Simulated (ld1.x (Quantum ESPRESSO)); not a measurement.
C (Z = 6): excitation energies, all-electron against RRKJ

ld1.x (Quantum ESPRESSO) 7.5 input, shortened:

```
&input
   title='C', zed=6., rel=1, dft='PBESOL', iswitch=3,
   config='[He] 2s2 2p2'
 /
 &inputp
   pseudotype=2, tm=.false., lloc=0,
   nlcc=.true., new_core_ps=.true., rcore=0.45
 /
2
2P  2  1   2.00   0.00  2.50  2.50  0.0
2S  1  0   2.00   0.00  0.80  0.80  0.0
 &test
   configts(1)='2s2 2p2'
 /
```

Energies are relative to the spin-unpolarised reference configuration 2s2 2p2; without spin polarisation the order of configurations can differ from experiment.

```json
{"valence configuration": "2s2 2p1", "charge": "+1", "ΔE all-electron (eV)": "10.789", "error AE − PS (meV)": "+83"}
{"valence configuration": "2s2 2p0", "charge": "+2", "ΔE all-electron (eV)": "34.807", "error AE − PS (meV)": "+733"}
{"valence configuration": "2s1 2p0", "charge": "+3", "ΔE all-electron (eV)": "82.771", "error AE − PS (meV)": "+1430"}
{"valence configuration": "2s2 2p1.5", "charge": "+0.5", "ΔE all-electron (eV)": "3.933", "error AE − PS (meV)": "+12"}
{"valence configuration": "2s0 2p4", "charge": "0", "ΔE all-electron (eV)": "16.873", "error AE − PS (meV)": "-87"}
```

Q: What are ΔE and the potential's error for 2s1 2p2?

A: ΔE = 19.502 eV all-electron; the error (AE − PS) is -93 meV.

Q: What are ΔE and the potential's error for 2s1 2p3?

A: ΔE = 8.427 eV all-electron; the error (AE − PS) is -22 meV.
